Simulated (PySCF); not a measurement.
Tin: highly charged ions in a basis for the neutral atom

Sn⁶⁺ [Kr] 4d8, Sn⁷⁺ [Kr] 4d7. Computed with PySCF 2.14 in def2-TZVP with the def2 core potential (28 electrons) (6s5p3d2f, 50 functions), with scalar relativity through the core potential. No spin-orbit coupling, so a gap to NIST mixes the basis error with missing relativistic terms.

Changed run: basis of the neutral atom used for a highly charged ion. This setting is unsound on purpose.

```json
{"species": "Sn⁶⁺", "method": "UHF", "sound run (hartree)": "not run", "changed run (hartree)": "-203.85879", "converged": "yes"}
{"species": "Sn⁶⁺", "method": "TPSS", "sound run (hartree)": "not run", "changed run (hartree)": "-204.44438", "converged": "yes"}
{"species": "Sn⁶⁺", "method": "PBE0", "sound run (hartree)": "not run", "changed run (hartree)": "-204.50646", "converged": "yes"}
{"species": "Sn⁷⁺", "method": "UHF", "sound run (hartree)": "not run", "changed run (hartree)": "-199.63443", "converged": "yes"}
{"species": "Sn⁷⁺", "method": "TPSS", "sound run (hartree)": "not run", "changed run (hartree)": "-200.18367", "converged": "yes"}
{"species": "Sn⁷⁺", "method": "PBE0", "sound run (hartree)": "not run", "changed run (hartree)": "-200.22841", "converged": "yes"}
```

Ionisation energy of Sn⁶⁺:

```json
{"method": "UHF", "changed run (eV)": "114.95", "NIST (eV)": "112.9 ± 2"}
{"method": "TPSS", "changed run (eV)": "115.94", "NIST (eV)": "112.9 ± 2"}
{"method": "PBE0", "changed run (eV)": "116.41", "NIST (eV)": "112.9 ± 2"}
```

The contracted functions were made for the neutral atom and can be too rigid for a highly charged ion.
